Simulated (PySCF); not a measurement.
Computed shifts of a molecule C2H7BO2, PySCF with B3LYP/pcSseg-1, GIAO, gas phase, atoms alike by connectivity averaged where their shifts nearly agree, in ppm (number of nuclei): ¹³C: 12.5 (1), 11.2 (1). ¹H: 3.98 (1), 3.55 (1), 1.32 (3), 0.80 (2). References: ¹¹B against BF3 (σ = 86.3 ppm); ¹³C against TMS (σ = 181.3 ppm); ¹H against TMS (σ = 31.68 ppm); ¹⁷O against H2O (σ = 333.8 ppm), references at their B3LYP-D3(BJ)/def2-TZVP geometries, non-relativistic. The structure is a stationary point at PBE0-D3(BJ)/def2-SVP. The values are those of a single conformer.

Which molecule gave these data?
A) COB(C)O
B) CB(O)CO
C) CCB(O)O
D) COBOC

C, CCB(O)O
